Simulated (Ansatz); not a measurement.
Input file for Ansatz (a first-principles code): R-B3LYP/def2-TZVPPD on C2H10Si (a complex), monomers drawn apart or pushed together. Files ending in .json are basis or fitting sets from the Basis Set Exchange.

Ansatz 0.2 input:
```yaml
crystal:
  periodic: [false, false, false]
  atoms:
    - {symbol: C, position_ang: [-0.08744108, 0.01240354, 0.32097134]}
    - {symbol: H, position_ang: [-0.33357381, -0.40106950, -0.65602036]}
    - {symbol: H, position_ang: [0.57247743, -0.67456127, 0.84870774]}
    - {symbol: H, position_ang: [0.41208120, 0.97190498, 0.19233665]}
    - {symbol: H, position_ang: [-1.00193496, 0.15110197, 0.89594749]}
    - {symbol: C, position_ang: [0.57043179, 1.14073030, 3.58429388]}
    - {symbol: Si, position_ang: [-0.23272056, -0.53932859, 3.80743260]}
    - {symbol: H, position_ang: [0.65760490, 1.39176593, 2.52639689]}
    - {symbol: H, position_ang: [1.57126274, 1.15315708, 4.01975089]}
    - {symbol: H, position_ang: [-0.01892170, 1.92015976, 4.07071381]}
    - {symbol: H, position_ang: [-1.59390343, -0.55322345, 3.21887649]}
    - {symbol: H, position_ang: [-0.34666478, -0.87412861, 5.24839831]}
    - {symbol: H, position_ang: [0.57034005, -1.59720359, 3.14749839]}
basis:
  gaussian:
    orbitals: def2-TZVPPD.json
hamiltonian:
  xc: {name: B3LYP}
scf: {lower_state_search: off}
```

The log:

```
WARN ansatz: RAYON_NUM_THREADS=2 ignored (pool sized by the plan → 2); use --threads N
Functional definition: B3LYP
these checks for a lower state are left out or cut short: stability, starts, cluster_reference, orbital_swaps, neighbouring_geometries, increment
integrals: 0.21 GiB planned
1253 factors; their error is unknown
mean field: 1.92 GiB planned
mean field evaluation 1: about -10105.8747 eV, gradient 7.1e1 eV
mean field evaluation 2: about -10100.1204 eV, gradient 7.9e1 eV
mean field evaluation 4: about -10117.1403 eV, gradient 2.9e0 eV
mean field evaluation 8: about -10117.1462 eV, gradient 7.6e-2 eV
mean field evaluation 16: about -10117.1462 eV, gradient 9.0e-7 eV
mean field -10117.14621561 eV, -371.7982657758 hartree, gradient 4.1e-6 eV, S^2 0.000000; 0 other end points of the search recorded, 0 dependent functions left out
reference -10117.14652471 eV, -371.7982771350 hartree; 18, 18 occupied and 274, 274 virtual orbitals, 1253 factors
Total energy: -10117.14652471 eV, -371.7982771350 hartree
Checks for a lower state left out: stability, starts, cluster_reference, orbital_swaps, neighbouring_geometries, increment
```

The run converged.

Cost: roughly 4 core-seconds.
